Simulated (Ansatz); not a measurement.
Ideal-gas functions of ClY, SMILES `[Cl][Y]` at 298.15 K and 1 bar, from an Ansatz frequency run at PBE0-D4/def2-TZVP.

Molar mass 124.36 g/mol, point group C∞v (symmetry number 1), electronic degeneracy 1, moments of inertia 143.482 u Å². Harmonic wavenumbers (cm⁻¹, unscaled): 381.

Use S(trans) = R[1.5 ln M + 2.5 ln T − 1.1517]; rotational temperatures θ = 24.2544 K / I; S(rot) = R[ln(T/σθ) + 1]; for each mode x = 1.438777 ν̃/T, S = R[x/(eˣ − 1) − ln(1 − e⁻ˣ)] and H = RT x/(eˣ − 1); 1 cm⁻¹ = 0.0119627 kJ/mol; R = 8.31446 J/(mol·K).

By hand: the entropy, in J/(mol·K).

Translation 169.0. Rotation: θ = 0.169 K, giving 70.5. Vibration, mode by mode: 4.33, in all 4.3. Electronic 0.0. Sum 243.8 J/(mol·K).

By hand: H − E and G − E in kJ/mol, counted from the electronic energy.

Zero-point energy ½ × 381 × 0.0119627 = 2.3; thermal vibration 0.9; translation, rotation and pV give 3.5 RT = 8.7. H − E = 11.9 kJ/mol, and G − E = 11.9 − 298.15 × 243.8/1000 = -60.8 kJ/mol.

Vibration gives 2 % of the entropy.
